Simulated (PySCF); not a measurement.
C3H, SMILES [C][C][CH+] (connectivity only; charge and spin as stated), charge +1, multiplicity 1.

Coordinates come from a PBE0-D3(BJ)/def2-TZVP optimisation.

Two levels are set side by side: TDDFT-PBE/def2-TZVPD (PySCF) and TDDFT-B3LYP/def2-TZVPD (PySCF). Vertical, same geometry. The lowest singlet is HOMO→LUMO+1 101 % with PBE and HOMO→LUMO 101 % with the other functional; states are paired by order. Differences are taken from unrounded values.

| quantity | TDDFT-B3LYP | TDDFT-PBE | TDDFT-PBE minus TDDFT-B3LYP |
|---|---|---|---|
| lowest singlet excitation (eV) | 3.24 | 2.86 | -0.38 |
| lowest triplet excitation (TDA) (eV) | 1.64 | 1.40 | -0.23 |
| first bright state (f over 0.05) (eV) | 8.15 | 8.11 | -0.05 |
| its oscillator strength | 0.83 | 0.75 | -0.08 |

A lower first singlet is the usual sign of a functional without exact exchange. Differences between two approximate levels are no errors against the true value.

Rough cost on one machine, each run with all the roots and properties that it gave: TDDFT-B3LYP against TDDFT-PBE about 3 times.
